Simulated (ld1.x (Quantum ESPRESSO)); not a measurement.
beryllium (Be): one change to a TM semilocal potential, before and after

* Element: beryllium (Be)
* Generator: ld1.x (Quantum ESPRESSO) 7.5
* Type: norm-conserving Troullier–Martins (semilocal form)
* Functional: LDA (PZ)
* Relativity: scalar-relativistic
* Frozen core: [He]
* Valence charge: 2
* Reference configuration: 2s2 2p0
* Partial waves: 2s (bound): rc 1.75 bohr; 2p (bound, empty): rc 4.20 bohr
* Local potential: the p channel
* Core correction: none

All-electron outer shells of the reference configuration (LDA (PZ), scalar-relativistic, ld1.x):

| shell | level (eV) | outermost node (bohr) | outermost maximum (bohr) |
| --- | --- | --- | --- |
| 1s | -104.93 | – | 0.27 |
| 2s | -5.61 | 0.60 | 2.04 |
| 2p | -2.10 | – | 2.28 |

Change: wave 2s (bound): rc 1.75 bohr becomes 2s (bound): rc 1.94 bohr.

Cutoffs: the cutoffs (Ry, on a coarse ladder) from which the occupation-weighted sum of valence levels, in a spherical-Bessel basis at the reference potential, stays within 10 and 1 mRy of its value at 400 Ry; they do not see the model core or the augmentation charge, which bear on the density cutoff. Errors are all-electron minus pseudo energies relative to the spin-unpolarised reference configuration.

Q: What does the change do?

A: The potential gets softer (10 Ry and 30 Ry → 10 Ry and 25 Ry); the errors of the 7 common tests hardly move; neither file shows a bound ghost. A larger radius leaves more room for a smooth pseudo-wave, so fewer plane waves are needed. A semilocal file is local in each channel, so a ghost entry of none says nothing of the separable form that plane-wave codes build from it.

```tsv
quantity	base	changed
cutoff, loose	10 Ry	10 Ry
cutoff, tight	30 Ry	25 Ry
bound ghosts	none	none
error for 2s1 2p0, meV [ΔE 9.52 eV]	+19	+19
error for 2s1.5 2p0, meV [ΔE 3.75 eV]	+2.9	+2.9
error for 2s1 2p1, meV [ΔE 3.52 eV]	-17	-17
error for 2s0 2p1, meV [ΔE 13.33 eV]	-164	-165
error for 2s0 2p2, meV [ΔE 7.07 eV]	-66	-66
error for 2s1 2p0 (spin-polarised), meV [ΔE 9.04 eV]	+72	+71
error for 2s1.5 2p0 (spin-polarised), meV [ΔE 3.67 eV]	+8.8	+8.8
s: phases at 4.57 bohr within 0.05 rad from the reference energy up to (Ry; the scan ends near 5)	2.4	2.3
p: phases at 4.57 bohr within 0.05 rad from the reference energy up to (Ry; the scan ends near 5)	0.3	0.3
```
